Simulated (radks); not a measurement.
Question: The rhodium ion Rh7+ is in [Kr] 4d(3/2: 2, 5/2: 0). Calculated with a radial shooting solver on a logarithmic mesh with Libxc functionals: Dirac Kohn-Sham, PBE, spin-unpolarised, spherical densities, finite nucleus; Fermi nuclear charge, rms radius of each element as measured or else 0.836 A^(1/3) + 0.57 fm. Sub-shells are occupied by j as written (lower j first in brackets). One electron is removed from 4s1/2, 4p3/2, 4p1/2, 4d3/2 in turn, with full relaxation. Which removal costs least, and what does each cost?

Answer: 4d3/2 115.88 eV; 4p3/2 166.21 eV; 4p1/2 170.92 eV; 4s1/2 202.30 eV. The 4d3/2 electron leaves first.
